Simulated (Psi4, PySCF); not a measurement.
C2H5Se2 (SMILES [CH2][Se][Se]C), doublet, geometry from GFN2-xTB, atoms displaced at random by about 0.03 Å a coordinate. Base run: TPSS/STO-3G, gradient (PySCF).

The PySCF input:
```python
from pyscf import gto, scf, dft

mol = gto.M(
    atom='''
C     2.343088   -0.081241    0.257633
Se    0.939849    0.006604   -0.809304
Se   -0.856027    0.274927    0.722826
C    -2.050804   -1.100967    0.064570
H     3.277787    0.277097   -0.066263
H     2.274736   -0.617652    1.243763
H    -3.026687   -0.979934    0.587856
H    -2.238509   -0.922762   -1.044266
H    -1.595859   -2.110792    0.174353
''',
    basis='sto-3g',
    charge=0,
    spin=1,
    verbose=4,
)

mf = dft.UKS(mol)
mf.xc = 'tpss'
mf.kernel()
g = mf.nuc_grad_method()
grad = g.kernel()
```

Programs used: Psi4, PySCF; a row that names a program was run with it.

The coordinate followed is z of atom 6.

The base run was repeated with changes; each row names its change, and settings that it needs were set with it.

```
change                                                  dE/dx (Eh/bohr)  net force (Eh/bohr)
------------------------------------------------------  ---------------  -------------------
base                                                           0.017181             0.000099
code = psi4                                                    0.017168             0.000434
finite difference step (bohr) = 0.01; conv_tol = 1e-11         0.017165                    -
finite difference step (bohr) = 1e-5; conv_tol = 1e-11         0.017174                    -
grids.level = 0; grid_response = on                            0.016057             0.000000
conv_tol = 1e-11                                               0.017181             0.000099
conv_tol = 1e-6                                                0.017187             0.000099
grids.level = 0; grid_response = off                           0.017314             0.009666
density fitting = on                                           0.017168             0.000099
grids.level = 1; grid_response = off                           0.017190             0.000356
grids.level = 5; grid_response = on                            0.017181             0.000000
conv_tol = 1e-4                                                0.017008             0.000099
```

The net force is zero for an exact gradient.

Open shells are given as the SCF converged; they aren't shown to be the lowest states, and a large step between rows can be another state.
